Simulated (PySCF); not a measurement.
Species: C5H12BN.
SMILES: `C=CCBN(C)C`

A linear-response calculation (PySCF, def2-SVPD basis, gas phase, vertical, core orbitals frozen in the response) gave these numbers; the functional is withheld.

Orbital energies (eV): HOMO-3 -11.45, HOMO-2 -10.69, HOMO-1 -9.20, HOMO -8.80, LUMO 1.81, LUMO+1 2.13, LUMO+2 2.63.

```json
{"state": "S1", "E (eV)": "6.37", "f": "0.165", "main configurations (H = HOMO, L = LUMO)": "H→L (89%)"}
{"state": "S2", "E (eV)": "6.90", "f": "0.143", "main configurations (H = HOMO, L = LUMO)": "H-1→L (69%)"}
{"state": "S3", "E (eV)": "7.09", "f": "0.038", "main configurations (H = HOMO, L = LUMO)": "H→L+1 (37%), H-1→L+1 (36%), H-1→L (8%)"}
{"state": "S4", "E (eV)": "7.25", "f": "0.069", "main configurations (H = HOMO, L = LUMO)": "H-1→L+1 (31%), H→L+2 (16%), H→L+3 (12%)"}
{"state": "S5", "E (eV)": "7.45", "f": "0.266", "main configurations (H = HOMO, L = LUMO)": "H→L+2 (37%), H-2→L (21%)"}
{"state": "S6", "E (eV)": "7.70", "f": "0.012", "main configurations (H = HOMO, L = LUMO)": "H-2→L (42%), H→L+2 (25%)"}
```

Triplets (Tamm–Dancoff): T1 4.37 eV, H→L (56%), H→L+2 (15%); T2 5.39 eV, H-1→L (61%), H→L (12%); T3 6.46 eV, H-2→L (26%), H→L+2 (22%), H→L (18%); T4 7.06 eV, H→L+1 (48%), H-1→L+1 (25%).

Vertical ionisation energy by ΔSCF with the same functional: 8.95 eV. Mean static polarisability: 86.0 au.

Question: Name the functional.
A. PBE
B. wB97X-D
C. HF
D. B3LYP

Answer: B. wB97X-D is range-separated, 22% exact exchange at short range and 100% at long range (ω = 0.2 bohr⁻¹). In this run −ε(HOMO) = 8.80 eV differs from the ΔSCF value by -0.16 eV, and S1 differs from the orbital gap of 10.60 eV by -4.23 eV. The ratio −ε(HOMO)/IP is 0.98. Small neutral molecules mostly give 0.89 to 0.99 with wB97X-D, 0.5 to 0.7 with PBE, 0.67 to 0.83 with B3LYP; Hartree–Fock can't fall below 1, since the ion's relaxation only lowers the ΔSCF value. The other options: PBE, a GGA without exact exchange; HF, time-dependent Hartree–Fock, 100% exact exchange; B3LYP, a global hybrid with 20% exact exchange.

Computed, not measured: TDDFT wB97X-D/def2-SVPD, vertical, gas phase, core orbitals frozen in the response (PySCF 2.14.0, density-fitted response routines). Isolated species at its PBE0-D3(BJ)/def2-SVP geometry (one conformer only).

The values belong to the conformer `[CH2:1]=[CH:2][CH2:3][BH:4][N:5]([CH3:6])[CH3:7]`: C1–C2–C3–B4 -116°, C2–C3–B4–N5 87°, C3–B4–N5–C6 -178°.
